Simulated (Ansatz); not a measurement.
Born–Oppenheimer molecular dynamics of ClGaH2 (4 atoms, charge 0, multiplicity 1). It starts from a relaxed structure.

Computed with RKS PBE0-D4/def2-TZVP (Ansatz).

| Item | Value |
| --- | --- |
| ensemble | NVT, Langevin thermostat |
| time step | 0.5 fs |
| steps asked | 166 |
| set temperature | 300 K |
| friction | 0.001 /fs |
| seed | 979247 |

First frame:

```xyz
4
Properties=species:S:1:pos:R:3
Ga 0.034 0.000 0.019
H -0.098 0.000 1.570
H 1.311 0.000 -0.870
Cl -1.827 0.000 -1.055
```

Task: How far do the bonds stretch over the last three quarters of this one trajectory? (Pairs bonded in most of those frames.)

Result: 
| bond | mean (Å) | spread (Å) | shortest | longest |
| --- | --- | --- | --- | --- |
| Ga1–H2 | 1.559 | 0.016 | 1.53 | 1.59 |
| Ga1–H3 | 1.558 | 0.017 | 1.52 | 1.59 |
| Ga1–Cl4 | 2.159 | 0.018 | 2.12 | 2.18 |

Mean temperature of the second half: 154 K. The mean temperature of the second half is 49 % below the set value. A run of 0.083 ps of so small a system gives no equilibrium averages.

The run took 2.9 min on 2 threads of Intel(R) Xeon(R) Platinum 8488C (Sapphire Rapids), with other jobs on the host, peak memory 0.22 GiB.
